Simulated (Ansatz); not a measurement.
Ansatz (a program for electronic structure) input (CCSD(T)/6-31G*):

Ansatz 0.2 input:
```yaml
crystal:
  periodic: [false, false, false]
  atoms:
    - {symbol: Br, position_ang: [-1.75212707, -1.33888068, -0.29400470]}
    - {symbol: Ge, position_ang: [-0.01223863, 0.00502825, 0.91155543]}
    - {symbol: Br, position_ang: [2.03963655, -0.85350315, -0.24577352]}
    - {symbol: Br, position_ang: [-0.27631987, 2.18778657, -0.29364389]}
basis:
  gaussian:
    orbitals: 6-31G*
total_charge: -1
magnetization: {spin_polarized: false}
correlation: {method: ccsd_t, electrons: outside_noble_gas}
```

End of the output:

```
56 core orbitals not correlated
reference -266443.66344507 eV, -9791.6240296047 hartree; 13, 13 occupied and 71, 71 virtual orbitals, 1303 factors
second order -11.62054202 eV of doubles, -0.00000000 eV of singles
coupled cluster: 1.33 GiB planned
cycle   1  -12.30395309 eV  change   -6.8e-1 eV  update   8.3e-2
cycle   2  -12.54818589 eV  change   -2.4e-1 eV  update   2.5e-2
cycle   3  -12.59974675 eV  change   -5.2e-2 eV  update   1.3e-2
cycle   4  -12.59590771 eV  change    3.8e-3 eV  update   3.0e-3
cycle   5  -12.59501380 eV  change    8.9e-4 eV  update   1.0e-3
cycle   6  -12.59501202 eV  change    1.8e-6 eV  update   3.7e-4
cycle   7  -12.59502416 eV  change   -1.2e-5 eV  update   1.6e-4
cycle   8  -12.59503521 eV  change   -1.1e-5 eV  update   4.9e-5
cycle   9  -12.59502835 eV  change    6.9e-6 eV  update   1.6e-5
perturbative correction -0.35248109 eV, -0.0129534413 hartree
Total energy: -266456.61095451 eV, -9792.0998418005 hartree
```

It need not be the lowest isomer of its formula. Whether it binds its extra electron was not tested at this geometry.
